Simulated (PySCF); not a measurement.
# Se³³⁺: ionisation energy

Se³³⁺ 1s1 (2S) → Se³⁴⁺ (bare nucleus), as a difference of total energies. Computed with PySCF 2.14 in an uncontracted even-tempered set (15 s from 45 bohr⁻², ratio 2.2; 7 p from 68 bohr⁻², ratio 2.4; 4 d from 200 bohr⁻², ratio 2.4; 3 f from 310 bohr⁻², ratio 2.4; 3 g from 460 bohr⁻², ratio 2.4), with the non-relativistic Hamiltonian (point nucleus). The calculations carry no spin-orbit coupling.

```tsv
method	ionisation energy (eV)
UHF	15728.2
LDA	15688.9
PBE	15722.3
PBE0	15723.8
r2SCAN	15728.2
BP86	15726.9
```

The gap to the reference is mostly relativistic.

For comparison: 15968.1 eV (theoretical estimate listed by NIST; NIST Atomic Spectra Database, ionization energies).
